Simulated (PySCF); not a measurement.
## Trend along the fifth-period p block: MSr molecules

PBE0 with double-zeta basis sets in PySCF, for the lowest determinant that a PBE0 search found; no spin–orbit coupling. De refers to high-spin ground-configuration atoms. A positive dipole means M(−)Sr(+).

```tsv
M	basis	state (unpaired electrons)	Re (Å)	ωe (cm⁻¹)	De (eV)	μ (D)
In	def2-SVP	doublet (π ↑)	3.448	94.1	0.57	2.77
Te	def2-SVP	singlet (closed shell)	2.798	226	2.75	10.80
I	def2-SVP	doublet (σ ↑)	2.996	172	3.25	5.28
```

The shortest bond is that of SrTe (2.798 Å), the longest that of SrIn (3.448 Å). SrI is bound most strongly (3.25 eV) and SrIn least (0.57 eV).

The state changes along the series, so neighbouring rows are not always alike in their bonding.

These are scalar-relativistic numbers at best; spin–orbit coupling would shift them, the dissociation energy most. States were picked by a PBE0 search and need not be the measured ground states.
